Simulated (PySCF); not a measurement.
Correlation energy of Ni⁺ (nickel, charge +1)

[Ar] 3d8 4s1, 4s spin antiparallel (an excited configuration). Computed with PySCF 2.14 in def2-TZVPPD, with no relativity, point nucleus. Frozen: [Ne]; 17 electrons correlated.

MP2 pair energies summed by pair of shells (mhartree):

```json
{"pair": "3d-3d", "energy": "-251.61", "share (%)": "41.5"}
{"pair": "3p-3d", "energy": "-205.42", "share (%)": "33.9"}
{"pair": "3p-3p", "energy": "-51.89", "share (%)": "8.6"}
{"pair": "3s-3d", "energy": "-40.59", "share (%)": "6.7"}
{"pair": "3s-3p", "energy": "-25.52", "share (%)": "4.2"}
{"pair": "3d-4s", "energy": "-22.42", "share (%)": "3.7"}
{"pair": "3p-4s", "energy": "-4.92", "share (%)": "0.8"}
{"pair": "3s-3s", "energy": "-3.81", "share (%)": "0.6"}
{"pair": "3s-4s", "energy": "-0.43", "share (%)": "0.1"}
```

Total MP2 correlation energy: -606.61 mhartree.

Same-spin part -198.03 and opposite-spin part -408.59 mhartree; SCS-MP2 scales them by 1/3 and 6/5 to -556.31 mhartree.

This basis was not built for core-valence correlation, so the inner-shell part is incomplete.
